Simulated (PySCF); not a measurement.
Se(21+): ionisation energy

Se(21+) [Ne] 3s2 3p1 (2P) → Se(22+) [Ne] 3s2 (1S), as a difference of total energies. Calculation: PySCF 2.14, in an even-tempered Gaussian basis (17 s from 1.9 bohr⁻², ratio 2.5; 11 p from 2.4 bohr⁻², ratio 2.5; 5 d from 11 bohr⁻², ratio 2.7; 4 f from 17 bohr⁻², ratio 2.7); the non-relativistic Hamiltonian (point nucleus). Correlated levels: outer shells: 1s2 frozen; virtual orbitals above 40 to 60 times the deepest correlated orbital energy dropped. The calculations carry no spin-orbit coupling.

```csv
method,ionisation energy (eV)
UHF,881.69
LDA,883.24
PBE,883.52
PBE0,883.34
r2SCAN,883.36
TPSSh,883.52
B2PLYP,883.21
MP2 (outer shells),882.20
SCS-MP2 (outer shells),882.08
```

Question: How much does correlation contribute at MP2 (outer shells)?

Answer: 882.20 − (881.69) = 0.51 eV, measured against UHF.

A first-order spin-orbit estimate (lowest level to lowest level, LS coupling) adds 5.429 eV.

All relativistic terms are absent from these numbers, so their closeness to the reference says little about the methods.

For comparison: 887 ± 4 eV (semi-empirical (NIST evaluation); NIST Atomic Spectra Database, ionization energies).
